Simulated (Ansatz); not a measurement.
`O[SiH]([SiH3])[SeH]` and `O[SiH](F)[SeH]` differ in one atom or group.

Ansatz, PBE0-D4/def2-TZVP geometries, multiplicity 1. Each molecule was computed in one conformer, which needn't be the lowest.

Scalar relativity is left out up to krypton. Spin–orbit coupling is left out; it splits and shifts lone-pair levels of the heavy atoms by tenths of an eV.

```tsv
property	`O[SiH]([SiH3])[SeH]`
LUMO energy (ωB97M-V/def2-TZVPP) / eV	1.30
HOMO energy (PBE0/def2-TZVPP) / eV	-7.25
LUMO energy (PBE/def2-TZVPP) / eV	-1.23
size of the dipole moment (B3LYP/def2-TZVPP) / D	1.42
HOMO–LUMO gap (ωB97M-V/def2-TZVPP) / eV	10.68
size of the dipole moment (ωB97M-V/def2-TZVPP) / D	1.47
```

(1) What does the change do to each property? (Best estimate.)

## Answers

(1) Ansatz gave: 
| property | `O[SiH](F)[SeH]` | shift |
| --- | --- | --- |
| LUMO energy (ωB97M-V/def2-TZVPP) / eV | 1.78 | 0.48 |
| HOMO energy (PBE0/def2-TZVPP) / eV | -7.47 | -0.22 |
| LUMO energy (PBE/def2-TZVPP) / eV | -0.98 | 0.25 |
| size of the dipole moment (B3LYP/def2-TZVPP) / D | 1.60 | 0.18 |
| HOMO–LUMO gap (ωB97M-V/def2-TZVPP) / eV | 11.42 | 0.74 |
| size of the dipole moment (ωB97M-V/def2-TZVPP) / D | 1.60 | 0.13 |

With PBE0 the HOMO falls by 0.22 eV and the LUMO rises by 0.31 eV, so the gap widens by about 0.53 eV. PBE moves the HOMO by -0.18 eV and ωB97M-V by -0.25 eV. Dipoles are sizes alone; their direction can turn.

B3LYP here is the variant with VWN-RPA as its local correlation; programs differ in this.
